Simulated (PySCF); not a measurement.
Whose spectrum? (redox-flow and redox-shuttle molecule)

All values: TDA B3LYP/6-31G*, gas phase, PySCF SCF with an in-house response code, fitting set def2-universal-JFIT up to Ne and JKFIT beyond, grid level 1 (kernel 0), vertical, one conformer each, geometries GFN2-xTB; core orbitals frozen in the response, virtual orbitals above 1.5 Eh left out. The lowest 8 singlets were sought, and the brightest is taken among them. The runs took 6 to 10 CPU minutes each on shared server CPUs.

Some members have dark charge-transfer states, which this functional places too low.

One system has its HOMO at -7.02 eV, its LUMO at -3.63 eV and these singlet states:

| state | eV | f |
| --- | --- | --- |
| S1 | 2.19 | 0.000 |
| S2 | 2.27 | 0.000 |
| S3 | 2.93 | 0.000 |
| S4 | 3.08 | 0.000 |
| S5 | 3.18 | 0.069 |
| S6 | 3.22 | 0.023 |
| S7 | 3.39 | 0.000 |
| S8 | 3.49 | 0.000 |

Q: Which is it?
A. Cc1cc(C)c2c3c1c(=O)c(=O)c1c(C)cc(C)c(c1-3)c(=O)c2=O (C20H14O4)
B. O=c1c(=O)c2ccc(F)c3c2-c2c1cccc2c(=O)c3=O (C16H5FO4)
C. O=Cc1cc(C=O)c2c3c1c(=O)c(=O)c1c(C=O)cc(C=O)c(c1-3)c(=O)c2=O (C20H6O8)

A: B.

Q: How do the candidates compare?

A: 
| system | HOMO / eV | LUMO / eV | S1 / eV | f(S1) | brightest state sought / eV |
| --- | --- | --- | --- | --- | --- |
| Cc1cc(C)c2c3c1c(=O)c(=O)c1c(C)cc(C)c(c1-3)c(=O)c2=O | -6.51 | -3.08 | 2.27 | 0.000 | 3.25 |
| O=Cc1cc(C=O)c2c3c1c(=O)c(=O)c1c(C=O)cc(C=O)c(c1-3)c(=O)c2=O | -7.44 | -4.36 | 2.13 | 0.000 | 2.68 |
| O=c1c(=O)c2ccc(F)c3c2-c2c1cccc2c(=O)c3=O | -7.02 | -3.63 | 2.19 | 0.000 | 3.18 |
